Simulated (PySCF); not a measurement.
## Complete the spectrum of CH13NOSi4

Compound: CH13NOSi4.
SMILES: `C[Si@@H](O[SiH3])N([SiH3])[SiH3]`

Method used: TDDFT CAM-B3LYP/def2-SVPD, vertical, gas phase, core orbitals frozen in the response (PySCF). Isolated species at its PBE0-D3(BJ)/def2-SVP geometry (one conformer only). Torsions of this conformer, `[CH3:1][Si@@H:2]([O:3][SiH3:4])[N:5]([SiH3:6])[SiH3:7]`: C1–Si2–O3–Si4 -12°, C1–Si2–N5–Si6 66°.

Orbital energies (eV): HOMO-3 -10.71, HOMO-2 -10.34, HOMO-1 -10.09, HOMO -8.77, LUMO 0.84, LUMO+1 1.10, LUMO+2 1.13.

Lowest singlets, with some entries withheld (?).

```
state  E (eV)  f  main configurations (H = HOMO, L = LUMO)
   S1    6.52  ?       H→L+1 (45%), H→L (34%), H→L+2 (13%)
   S2    7.07  ?                    H→L (46%), H→L+1 (33%)
   S3    7.32  ?                  H→L+2 (58%), H→L+3 (20%)
   S4    7.54  ?     H→L+4 (44%), H→L+3 (13%), H→L+5 (12%)
   S5    7.59  ?     H-1→L (27%), H→L+5 (16%), H→L+6 (12%)
   S6    7.66  ?     H-1→L (23%), H→L+6 (18%), H→L+5 (11%)
   S7    7.77  ?                H-2→L (52%), H-2→L+1 (20%)
   S8    7.84  ?                  H→L+7 (31%), H→L+4 (14%)
   S9    7.98  ?                   H→L+8 (44%), H→L+6 (8%)
  S10    8.19  ?     H→L+6 (27%), H→L+3 (17%), H→L+7 (14%)
```

Supply the missing values.

- S1: f = 0.0009
- S2: f = 0.0033
- S3: f = 0.045
- S4: f = 0.050
- S5: f = 0.0018
- S6: f = 0.0028
- S7: f = 0.0055
- S8: f = 0.0012
- S9: f = 0.039
- S10: f = 0.018

What is the mean static polarisability from the same response equations?

125.2 au (18.55 Å³), with principal values 109.7, 126.8 and 138.9 au.

What is the vertical ionisation energy by ΔSCF at this level?

9.27 eV; −ε(HOMO) is 8.77 eV.

How far apart are S2 and S5, in eV and cm⁻¹?

7.594 − 7.068 = 0.526 eV, or about 4240 cm⁻¹.
